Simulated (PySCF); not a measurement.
C6H7F4NSi.
Atom-mapped SMILES: `[F:1][CH2:2][c:3]1[cH:4][n:5]([SiH3:6])[cH:7][c:8]1[C:9]([F:10])([F:11])[F:12]` (hydrogens: H13, H14 on C2; H15 on C4; H16, H17, H18 on Si6; H19 on C7)

Torsions of this conformer, `[F:1][CH2:2][c:3]1[cH:4][n:5]([SiH3:6])[cH:7][c:8]1[C:9]([F:10])([F:11])[F:12]`: F1–C2–C3–C4 -1°, C7–C8–C9–F10 2°.

The closed-shell ground state was solved at several levels (PySCF, density fitting, gas phase, non-relativistic). Geometry: PBE0-D3(BJ)/def2-SVP, one conformer, isolated molecule.

```csv
level,basis functions,HOMO (eV),LUMO (eV),gap (eV),dipole (D)
CAM-B3LYP/def2-SVPD,312,-8.20,0.68,8.88,3.71
PBE0/pcSseg-1,246,-6.88,-0.14,6.74,3.63
```

(1) Estimate the row for PBE/pcSseg-2, a basis of 537 functions; the other rows only guide the guess.

(2) Over all these levels, which gives the widest orbital gap and which the narrowest?

(3) How far do the dipole and the HOMO energy spread over the levels?

Results:

(1) HOMO -5.85 eV, LUMO -1.17 eV, gap 4.68 eV, dipole 3.46 D.

(2) CAM-B3LYP/def2-SVPD (range-separated hybrid) has the widest, 8.88 eV, and PBE/pcSseg-2 (GGA) the narrowest, 4.68 eV. Functional and basis both differ between the two, so the spread mixes both effects.

(3) The dipole runs from 3.46 to 3.71 D (mean 3.60 D) and the HOMO from -8.20 to -5.85 eV.
